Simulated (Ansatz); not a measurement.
Cartesian coordinates in Å:
```
C 0.314 -0.423 1.828
Si 0.945 0.412 0.273
Ge -0.795 0.567 -1.357
O -1.401 -1.084 -1.721
H -0.472 0.174 2.295
H 1.119 -0.557 2.553
H -0.103 -1.403 1.589
H 2.059 -0.376 -0.327
H 1.465 1.777 0.570
H -2.050 1.293 -0.840
H -0.331 1.232 -2.675
H -0.749 -1.611 -2.189
```

The species carries charge 0 and has multiplicity 1.

List the ωB97M-V/def2-TZVPP orbital energies in eV (Ansatz). (Estimate.)

Computed: Occupied: -10866.57, -1806.90, -1362.39, -1210.12, -1210.11, -1210.11, -525.68, -281.20, -174.20, -147.99, -123.47, -123.43, -123.41, -102.11, -102.10, -102.08, -36.38, -36.24, -36.21, -36.17, -36.16, -29.89, -22.52, -18.61, -16.83, -15.05, -14.18, -14.11, -12.62, -12.22, -11.77, -11.67, -11.15, -9.61. Lowest empty: 1.47, 1.94, 2.44, 2.95, 3.21, 3.48, 3.97, 4.18.
